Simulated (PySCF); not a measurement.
Compound: C3H4BF2N.
SMILES: `[H]/N=C\C=C\B(F)F`

Jobs on this species (11 atoms, 52 electrons) with PySCF (density fitting). Hardware of each: one thread, Arm Neoverse V1 (aarch64), on a shared host. Other jobs ran on the host; a repeat could differ by tens of per cent or more. Peak memory is the resident size of the whole Python process, interpreter and libraries included.

```csv
level and settings,work,basis functions,SCF cycles,wall time,peak memory
"delta-SCF UKS SCAN, pcX-2 on the ionised atom, pcseg-1 elsewhere, non-relativistic","ΔSCF core ionisation, 6 holes",149,?,?,?
"delta-SCF UKS B3LYP, pcX-2 on the ionised atom, pcseg-1 elsewhere, spin-free X2C","ΔSCF core ionisation, 6 holes",149,?,?,?
"delta-SCF UKS SCAN, pcX-2 on the ionised atom, pcseg-1 elsewhere, spin-free X2C","ΔSCF core ionisation, 6 holes",149,137,40 s,0.52 GiB
"delta-SCF UKS PBE, pcX-2 on the ionised atom, pcseg-1 elsewhere, spin-free X2C","ΔSCF core ionisation, 6 holes",149,113,22 s,0.56 GiB
"delta-SCF UKS SCAN, def2-TZVP on the ionised atom, pcseg-1 elsewhere, spin-free X2C","ΔSCF core ionisation, 6 holes",135,131,37 s,0.56 GiB
"delta-SCF UKS PBE0, pcX-2 on the ionised atom, pcseg-1 elsewhere, spin-free X2C","ΔSCF core ionisation, 6 holes",149,108,46 s,0.56 GiB
"PBE0-D3(BJ)/def2-SVP, grid level 1",geometry optimisation from a GFN2-xTB start shaken at random,118,78,51 s,0.49 GiB
"delta-SCF UKS SCAN, pcX-1 on the ionised atom, pcseg-1 elsewhere, spin-free X2C","ΔSCF core ionisation, 6 holes",128,131,33 s,0.56 GiB
```

Question: Fill in the missing figures.

Answer: 
- delta-SCF UKS SCAN, pcX-2 on the ionised atom, pcseg-1 elsewhere, non-relativistic; ΔSCF core ionisation, 6 holes: 40 s, 0.56 GiB, 137 SCF cycles
- delta-SCF UKS B3LYP, pcX-2 on the ionised atom, pcseg-1 elsewhere, spin-free X2C; ΔSCF core ionisation, 6 holes: 45 s, 0.55 GiB, 107 SCF cycles

Question: What do all jobs in the table cost together?

Answer: About 5.2 min; the longest takes about 16 % of that, and about 2.3 times as long as the shortest.
